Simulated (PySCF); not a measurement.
PBE0-D3(BJ)/def2-TZVP geometry optimisation, gas phase with PySCF 2.14 and geomeTRIC: MoCl4, charge 0, multiplicity 3. Start (model start, shaken):

```
5

Mo    0.0000    0.0045   -0.0041
Cl    1.2799    1.2864    1.2784
Cl   -1.2924   -1.2732    1.2859
Cl   -1.3026    1.3006   -1.2879
Cl    1.2949   -1.3072   -1.2937
```

```json
{"step": "0", "E − E(start) / kcal mol⁻¹": "0.00", "largest force / Eh bohr⁻¹": "0.00732"}
{"step": "1", "E − E(start) / kcal mol⁻¹": "-0.14", "largest force / Eh bohr⁻¹": "0.00087"}
{"step": "2", "E − E(start) / kcal mol⁻¹": "-0.17", "largest force / Eh bohr⁻¹": "0.00024"}
{"step": "3", "E − E(start) / kcal mol⁻¹": "-0.17", "largest force / Eh bohr⁻¹": "0.00016"}
```

The optimisation met its thresholds. End point:

```
5

Mo   -0.0030    0.0023   -0.0057
Cl    1.2787    1.2847    1.2776
Cl   -1.2867   -1.2777    1.2780
Cl   -1.2875    1.2851   -1.2855
Cl    1.2783   -1.2833   -1.2859
```

Metal–donor distances, start → end: Cl2 2.220 → 2.221 Å, Cl3 2.229 → 2.221 Å, Cl4 2.242 → 2.221 Å, Cl5 2.249 → 2.221 Å.

No frequencies were computed, so the end point may be a saddle point.

The job took 95 s on one thread of Arm Neoverse V1 (shared host), with 188 basis functions and a peak of 0.76 GiB, launched as `OMP_NUM_THREADS=1 python lf_run.py task.json out`.
